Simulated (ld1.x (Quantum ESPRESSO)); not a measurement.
**manganese: one change to a TM semilocal potential, before and after**

ld1.x (Quantum ESPRESSO) 7.5 input, shortened:

```
&input
   title='Mn', zed=25., rel=0, dft='PBESOL', iswitch=3,
   config='[Ar] 3d5 4s1 4p1'
 /
 &inputp
   pseudotype=1, tm=.true., lloc=0,
   nlcc=.false.
 /
3
4P  2  1   1.00   0.00  2.15  2.15  0.0
3D  3  2   5.00   0.00  1.50  1.50  0.0
4S  1  0   1.00   0.00  2.00  2.00  0.0
 &test
   configts(1)='3d5 4s1 4p1'
 /
```

All-electron outer shells of the reference configuration (PBEsol, non-relativistic, ld1.x):

```csv
shell,level (eV),outermost node (bohr),outermost maximum (bohr)
3p,-55.76,0.31,0.75
3d,-8.55,–,0.75
4s,-5.99,1.06,2.51
4p,-2.12,1.16,3.30
```

Change: all radii scaled by about 0.84 (s 1.68, p 1.82, d 1.26 bohr).

Cutoffs: the cutoffs (Ry, on a coarse ladder) from which the occupation-weighted sum of valence levels, in a spherical-Bessel basis at the reference potential, stays within 10 and 1 mRy of its value at 400 Ry; they do not see the model core or the augmentation charge, which bear on the density cutoff. Errors are all-electron minus pseudo energies relative to the spin-unpolarised reference configuration.

Task: How do hardness, ghosts and transferability respond?

Result: The potential gets harder (100 Ry and 120 Ry → 140 Ry and 160 Ry); of the 7 tests that both files solve, the error grows in 5 and shrinks in 2 by more than 15 % and 0.3 meV (median size 6.9 → 7.4 meV); neither file shows a bound ghost. A smaller radius makes the pseudo-wave follow the all-electron one further in, where it bends more sharply, so more plane waves are needed. A semilocal file is local in each channel, so a ghost entry of none says nothing of the separable form that plane-wave codes build from it.

| quantity | base | changed |
| --- | --- | --- |
| cutoff, loose | 100 Ry | 140 Ry |
| cutoff, tight | 120 Ry | 160 Ry |
| loose cutoff by channel (10 mRy a level) | p 6 Ry, d 90 Ry, s 6 Ry | p 25 Ry, d 110 Ry, s 21 Ry |
| bound ghosts | none | none |
| error for 3d5 4s2 4p0, meV [ΔE -3.77 eV] | +2.0 | +2.8 |
| error for 3d5 4s1 4p0, meV [ΔE 4.55 eV] | -1.7 | -0.3 |
| error for 3d5 4s0 4p0, meV [ΔE 19.87 eV] | +33 | +44 |
| error for 3d5.5 4s1.5 4p0, meV [ΔE -4.40 eV] | -21 | -7.4 |
| error for 3d5 4s0 4p2, meV [ΔE 3.95 eV] | +4.0 | +5.1 |
| error for 3d5 4s0 4p1, meV [ΔE 9.17 eV] | +6.9 | +13 |
| error for 3d4 4s0 4p0, meV [ΔE 52.55 eV] | +23 | -29 |
